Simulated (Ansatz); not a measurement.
Start from `COB(O)Cl` and change one atom or group to get `CC(C)OB(O)Cl`.

Ansatz, PBE0-D4/def2-TZVP geometries, multiplicity 1. Each molecule was computed in one conformer, which needn't be the lowest.

| property | `COB(O)Cl` |
| --- | --- |
| HOMO–LUMO gap (B3LYP/def2-TZVPP) / eV | 9.09 |
| HOMO energy (B3LYP/def2-TZVPP) / eV | -8.71 |
| HOMO energy (PBE/def2-TZVPP) / eV | -7.36 |
| HOMO energy (PBE0/def2-TZVPP) / eV | -8.96 |
| HOMO–LUMO gap (PBE0/def2-TZVPP) / eV | 9.70 |
| HOMO energy (ωB97M-V/def2-TZVPP) / eV | -11.35 |

What does the change do to each property? (Best estimate.)

The calculation gave: 
| property | `CC(C)OB(O)Cl` | shift |
| --- | --- | --- |
| HOMO–LUMO gap (B3LYP/def2-TZVPP) / eV | 8.88 | -0.21 |
| HOMO energy (B3LYP/def2-TZVPP) / eV | -8.47 | 0.24 |
| HOMO energy (PBE/def2-TZVPP) / eV | -7.20 | 0.16 |
| HOMO energy (PBE0/def2-TZVPP) / eV | -8.72 | 0.24 |
| HOMO–LUMO gap (PBE0/def2-TZVPP) / eV | 9.47 | -0.23 |
| HOMO energy (ωB97M-V/def2-TZVPP) / eV | -11.07 | 0.28 |

B3LYP here is the variant with VWN-RPA as its local correlation; programs differ in this.
